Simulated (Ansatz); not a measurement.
KHO, singlet: CASSCF and its corrections

Program: Ansatz, Gaussian basis, development build. Basis def2-SVP, nonrelativistic, 6 orbitals frozen in the corrections. State-specific CASSCF; RHF is the lowest restricted (open-shell) Hartree–Fock solution met. The basis is small, far from the limit. No symmetry is imposed, so a solution can break that of the shape. The lowest solution met needn't be the lowest there is, nor hold the orbitals that a chemist would pick.

Geometry. A bond is stretched, to 1.64 times the sum of the covalent radii.

```json
{"atom": "K", "x (Å)": "0.0000", "y (Å)": "0.0000", "z (Å)": "4.4000"}
{"atom": "O", "x (Å)": "0.0000", "y (Å)": "0.0000", "z (Å)": "0.0000"}
{"atom": "H", "x (Å)": "0.0000", "y (Å)": "0.0000", "z (Å)": "-0.9600"}
```

Task: What do CASSCF and its corrections give against RHF in CAS(6,6), and what are the occupations?

Result: CASSCF -3.131 eV, SC-NEVPT2 -7.251 eV; occupations 1.99, 1.98, 1.00, 1.00, 0.02, 0.01.
